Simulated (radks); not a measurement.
Species: Bi V. Configuration: [Xe] 4f14 5d10 6s0.75 6d0.25 (fractional occupations, a model configuration).

Calculated with a radial shooting solver on a logarithmic mesh with Libxc functionals: Dirac Kohn-Sham, PBE, spin-unpolarised, spherical densities, finite nucleus; open shells are shared between the two j in proportion to 2j + 1; Fermi nuclear charge, rms radius 5.5211 fm.

Energy parts (eV):
part                       energy
total                  -586982.77
kinetic                 685600.15
electron-nucleus      -1484154.83
Hartree                 222382.75
exchange-correlation    -10810.83

Orbitals (lengths in bohr, moments of r in powers of bohr; r(90%) holds 90 % of the orbital's charge):
\begin{tabular}{lrrrrrr}
orbital & occ. & eigenvalue (eV) & <1/r> & r(90%) & <r^4> & <r> \\ \hline
1s1/2 & 2 & -90494.20 & 103.2 & 0.0290 & 3.333e-07 & 0.01580 \\
2s1/2 & 2 & -16280.82 & 25.57 & 0.103 & 0.00004750 & 0.06579 \\
2p1/2 & 2 & -15651.60 & 25.54 & 0.0902 & 0.00002789 & 0.05388 \\
2p3/2 & 4 & -13332.16 & 20.24 & 0.102 & 0.00004565 & 0.06293 \\
3s1/2 & 2 & -3961.683 & 9.375 & 0.252 & 0.001711 & 0.1710 \\
3p1/2 & 2 & -3675.593 & 9.289 & 0.244 & 0.001478 & 0.1615 \\
3p3/2 & 4 & -3156.280 & 7.903 & 0.266 & 0.002122 & 0.1780 \\
3d3/2 & 4 & -2684.711 & 7.803 & 0.240 & 0.001385 & 0.1545 \\
3d5/2 & 6 & -2574.598 & 7.497 & 0.247 & 0.001542 & 0.1595 \\
4s1/2 & 2 & -941.8240 & 3.986 & 0.541 & 0.03716 & 0.3770 \\
4p1/2 & 2 & -817.0777 & 3.878 & 0.548 & 0.03901 & 0.3777 \\
4p3/2 & 4 & -689.0929 & 3.399 & 0.597 & 0.05502 & 0.4124 \\
4d3/2 & 4 & -485.5230 & 3.204 & 0.619 & 0.06281 & 0.4160 \\
4d5/2 & 6 & -461.6279 & 3.097 & 0.635 & 0.06951 & 0.4271 \\
5s1/2 & 2 & -199.2657 & 1.669 & 1.18 & 0.8583 & 0.8315 \\
4f5/2 & 6 & -197.4824 & 2.767 & 0.693 & 0.1011 & 0.4379 \\
4f7/2 & 8 & -191.9892 & 2.726 & 0.703 & 0.1069 & 0.4440 \\
5p1/2 & 2 & -155.9508 & 1.549 & 1.27 & 1.138 & 0.8843 \\
5p3/2 & 4 & -131.2423 & 1.374 & 1.40 & 1.667 & 0.9721 \\
5d3/2 & 4 & -70.2961 & 1.109 & 1.76 & 4.106 & 1.182 \\
5d5/2 & 6 & -67.1759 & 1.071 & 1.81 & 4.647 & 1.219 \\
6s1/2 & 0.75 & -51.5992 & 0.6657 & 2.77 & 25.47 & 1.948 \\
6d3/2 & 0.1 & -23.9309 & 0.3977 & 4.56 & 185.4 & 3.193 \\
6d5/2 & 0.15 & -23.5026 & 0.3905 & 4.65 & 199.5 & 3.255 \\
\end{tabular}

The highest occupied level is 6d5/2 at -23.503 eV. Summed over all electrons, <r^2> = 37.62 bohr^2, which gives a Langevin (diamagnetic) susceptibility term of -29.8 x 10^-6 cm^3/mol. The electron density at the nucleus is 2.969e+06 e/bohr^3. The density falls to 0.001 e/bohr^3 at r = 3.44 bohr.
